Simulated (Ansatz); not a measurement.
Spectroscopic constants of ScCl, closed-shell singlet (the spin of the measured ground state). No spin–orbit coupling. Sc is treated without relativity.

Constants: fifth-degree fit in 1/R to seven points, most abundant isotopes. In def2 and cc sets the state is the lowest found near the PBE0 minimum, followed along R. The singlet is held restricted.

Correlated levels freeze the inner cores; with def2 sets outer-core shells near the valence are correlated too. CBS: X⁻³ extrapolation of the correlation energy, Hartree–Fock from the larger set.

Run with Ansatz (Gaussian basis) for Hartree–Fock, density functionals and correlated methods. 

What bond length and harmonic frequency does PBE0/def2-TZVPP give, and what D_e (from each atom's lowest state at the same level)?

r_e = 2.218 Å, ω_e = 452 cm⁻¹, D_e = 4.45 eV.

What bond length and harmonic frequency does CCSD/def2-TZVPP give, and what D_e (from each atom's lowest state at the same level)?

r_e = 2.248 Å, ω_e = 453 cm⁻¹, D_e = 4.34 eV.

What bond length and harmonic frequency does CCSD(T)/CBS(def2-TZVPP, def2-QZVPP) give, and what D_e (from each atom's lowest state at the same level)?

r_e = 2.226 Å, ω_e = 467 cm⁻¹, D_e = 4.63 eV.

Doubts at one or more of the structures used: a restricted determinant that unrestricted orbitals would lower (CCSD/def2-TZVPP, CCSD(T)/CBS(def2-TZVPP, def2-QZVPP)).

Ansatz is a quantum-chemistry and plane-wave program.
